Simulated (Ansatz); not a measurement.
Coupled-cluster run, `C[O][GeH]([CH3])[SiH3]`.

```yaml
crystal:
  periodic: [false, false, false]
  atoms:
    - {symbol: C, position_ang: [-0.740172, 2.247306, 0.147982]}
    - {symbol: O, position_ang: [-0.962052, 1.017363, -0.490477]}
    - {symbol: Ge, position_ang: [0.357347, -0.193996, -0.500745]}
    - {symbol: C, position_ang: [-0.297438, -1.592954, -1.679816]}
    - {symbol: Si, position_ang: [0.771244, -0.936166, 1.738304]}
    - {symbol: H, position_ang: [0.121539, 2.784467, -0.272202]}
    - {symbol: H, position_ang: [-1.627685, 2.869895, 0.008228]}
    - {symbol: H, position_ang: [-0.574063, 2.134463, 1.228429]}
    - {symbol: H, position_ang: [1.613708, 0.504470, -1.083057]}
    - {symbol: H, position_ang: [0.449061, -2.380701, -1.791855]}
    - {symbol: H, position_ang: [-1.210426, -2.025687, -1.270090]}
    - {symbol: H, position_ang: [-0.515798, -1.167755, -2.660049]}
    - {symbol: H, position_ang: [1.133862, 0.202855, 2.623670]}
    - {symbol: H, position_ang: [1.897362, -1.909945, 1.742107]}
    - {symbol: H, position_ang: [-0.438186, -1.604414, 2.288871]}
basis:
  gaussian: {orbitals: def2-SVP}
correlation: {method: ccsd_t}
```

```sh
$ ansatz run in.yaml --threads 2 --pin off --events-out ev --progress --plain --max-ram 32768MiB --backend cuda --devices 0, --max-vram 18GiB
```

Output of Ansatz, abridged:

```
Functional definition: HF
1419 factors; integrals over basis functions are off by at most 1.5e-3 eV
mean field evaluation 1: about -68576.1288 eV, gradient 3.6e1 eV
mean field evaluation 2: about -68576.1803 eV, gradient 3.6e1 eV
mean field evaluation 4: about -68579.6308 eV, gradient 4.5e0 eV
mean field evaluation 8: about -68579.6966 eV, gradient 1.9e-4 eV
mean field -68579.69664636 eV, -2520.2573667659 hartree, gradient 5.7e-6 eV, S^2 0.000000; 0 other end points of the search recorded, 0 dependent functions left out
17 core orbitals not correlated: weight in the atoms' cores, before any rotation towards them, 1.000 or more for the frozen orbitals, at most 0.000 for the correlated occupied ones
reference -68579.69664636 eV, -2520.2573667659 hartree; 21, 21 occupied and 104, 104 virtual orbitals, 1419 factors
second order -22.04169391 eV of doubles, -0.00000000 eV of singles
cycle   1  -22.85812174 eV  change   -8.2e-1 eV  update   1.1e-1
cycle   2  -23.56633455 eV  change   -7.1e-1 eV  update   3.4e-2
cycle   3  -23.70401686 eV  change   -1.4e-1 eV  update   1.7e-2
cycle   4  -23.69673240 eV  change    7.3e-3 eV  update   4.0e-3
cycle   5  -23.69698922 eV  change   -2.6e-4 eV  update   1.8e-3
cycle   6  -23.69698994 eV  change   -7.2e-7 eV  update   5.2e-4
cycle   7  -23.69666308 eV  change    3.3e-4 eV  update   2.2e-4
cycle   8  -23.69664883 eV  change    1.4e-5 eV  update   7.6e-5
cycle   9  -23.69666564 eV  change   -1.7e-5 eV  update   2.9e-5
perturbative correction -0.64800200 eV, -0.0238136343 hartree
Total energy: -68604.04131400 eV, -2521.1520168001 hartree
```

Run time 4.3 s (2 threads of an AMD EPYC 7R13 on a shared host and a share of an NVIDIA H100 80 GB); peak host memory 0.79 GiB.

MP2 recovers 90.5 % of the CCSD(T) correlation energy and the triples give 2.7 %; T1 = 0.0110.
